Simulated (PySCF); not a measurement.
CH2InNO3, SMILES [OH][In]([N]=C=O)[OH]. The structure is a stationary point at B3LYP-D3(BJ)/def2-SVP. The structure was generated by enumeration; whether it is a known compound was not checked. The def2 effective core potentials stand for the cores of In; spin–orbit coupling is left out. The values are those of a single conformer.

**Question.** Give the equilibrium geometry at B3LYP-D3(BJ)/def2-SVP (PySCF confirms it by a frequency run) as a Z-matrix, and its point group. (Estimate from the structure and the level; the computed values follow.)

**Answer.** One answer among several that fit: point group Cs.
```
In
O 1 1.9851
H 2 0.9689 1 110.24
O 1 1.9893 2 122.77 3 180.00
H 4 0.9687 1 110.78 2 180.00
N 1 2.0530 2 116.82 3 0.00
C 6 1.2082 1 146.57 2 180.00
O 7 1.1752 1 161.85 2 180.00
```
Charge 0, spin multiplicity 1.
